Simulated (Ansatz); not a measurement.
Harmonic frequencies (cm⁻¹) at PBE0-D4/def2-TZVP from Ansatz: 197, 242, 385, 446, 477, 557, 619, 658, 701, 771, 805, 944, 985, 1070, 1267, 1340, 1637, 2261, 2283, 3509, 3626.

Each molecule was computed in one conformer, which needn't be the lowest.

(1) Which molecule is it?
A. `[SH][Al]1[CH2][SiH2]1`
B. `O/C(F)=N/[SiH3]`
C. `NC1(F)O[SiH2]1`
D. `BSC(=C)Cl`

## Answers

(1) C.
